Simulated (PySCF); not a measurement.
Compound: C6H6N (charge -1).
Geometry (GFN2-xTB, Å), atoms numbered from 1 in this order:
```
atom  x, y, z in Å
C1    -2.1977    0.2284   -0.4358
C2    -1.2129    0.5516    0.7016
C3     0.1441    0.0900    0.4418
C4     1.1319   -0.3910   -0.0866
C5     2.3415   -0.9073   -0.5037
C6     3.2534   -0.1888   -1.2166
N7     4.0593    0.3936   -1.8342
H8    -2.2463   -0.8481   -0.5933
H9    -1.8603    0.6903   -1.3620
H10   -3.2022    0.5938   -0.2060
H11   -1.2064    1.6406    0.8589
H12   -1.5891    0.0920    1.6290
H13    2.5803   -1.9447   -0.2719
```

The closed-shell ground state was solved at several levels (PySCF, density fitting, gas phase, non-relativistic). The HOMO energy is positive, so at this level the finite basis confines the outermost electrons. No diffuse functions stand in pcJ-1 and pcSseg-1, which bears on an anion's orbital energies.

| level | basis functions | HOMO (eV) | LUMO (eV) | gap (eV) |
| --- | --- | --- | --- | --- |
| B3LYP/def2-SVPD | 188 | 0.13 | 3.43 | 3.30 |
| B3LYP/pcJ-1 | 249 | 0.31 | 4.43 | 4.12 |

Question: What might PBE0/pcSseg-1 (149 basis functions) give for the same quantities?

Answer: HOMO 0.10 eV, LUMO 4.73 eV, gap 4.63 eV.

Question: Over all these levels, which gives the widest orbital gap and which the narrowest?

Answer: PBE0/pcSseg-1 (global hybrid, 25 % exact exchange) has the widest, 4.63 eV, and B3LYP/def2-SVPD (global hybrid, 20 % exact exchange) the narrowest, 3.30 eV. Functional and basis both differ between the two, so the spread mixes both effects.

One conformer stands for the species.
